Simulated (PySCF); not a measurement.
A mixed set of molecules. Method: PySCF, TDDFT B3LYP/def2-SVPD, vertical, gas phase, core orbitals frozen in the response. Geometries: PBE0-D3(BJ)/def2-SVP; one conformer of each isolated species. Triplets are in the Tamm–Dancoff approximation. 'Strongest' means the level of largest summed f among the lowest 10 singlets; it needn't be the same kind of state in each.

Question: Rank by computed lowest singlet excitation energy, highest first.
A. `p1cpc(SC)pc1C#C`
B. `[SiH2](O[SiH3])CC(F)(F)F`
C. `O([SiH3])/C=C\C(=C(F)F)F`
D. `CO[Si@@H]([SiH3])C(F)(F)F`

Answer: B (6.97 eV), D (6.54 eV), C (4.88 eV), A (2.72 eV).

```csv
SMILES,S1 (eV),LUMO (eV),T1 (eV),f (S1),α (au),strongest (eV),S1 mainly
FC(F)(F)C[SiH2]O[SiH3],6.97,-0.59,6.67,0.001,83.0,8.34,H→L (99%)
CO[Si@@H]([SiH3])C(F)(F)F,6.54,-0.65,6.04,0.004,88.7,7.87,H→L (95%)
FC(F)=C(F)/C=C\O[SiH3],4.88,-1.03,2.98,0.000,92.0,5.27,H→L+1 (97%)
C#Cc1pcpc(SC)p1,2.72,-2.89,2.11,0.016,187.0,3.82,H→L (84%)
```

H and L stand for HOMO and LUMO.

- `FC(F)(F)C[SiH2]O[SiH3]`: Löwdin shares by element: HOMO oxygen 35%, silicon 27%, hydrogen 9% or more (atoms not listed hold the other 28%); LUMO silicon 45%, oxygen 12%, hydrogen 8% or more (atoms not listed hold the other 35%).
- `CO[Si@@H]([SiH3])C(F)(F)F`: Löwdin shares by element: HOMO oxygen 32%, silicon 25%, carbon 11% or more (atoms not listed hold the other 32%); LUMO silicon 50%, oxygen 8%, hydrogen 8% or more (atoms not listed hold the other 34%).
- `FC(F)=C(F)/C=C\O[SiH3]`: Löwdin shares by element: HOMO carbon 66% (atoms not listed hold the other 34%); LUMO carbon 70% (atoms not listed hold the other 30%).
- `C#Cc1pcpc(SC)p1`: Löwdin shares by element: HOMO sulfur 37%, phosphorus 23% or more, carbon 13% or more (atoms not listed hold the other 27%); LUMO phosphorus 38% or more, carbon 29% or more (atoms not listed hold the other 33%).
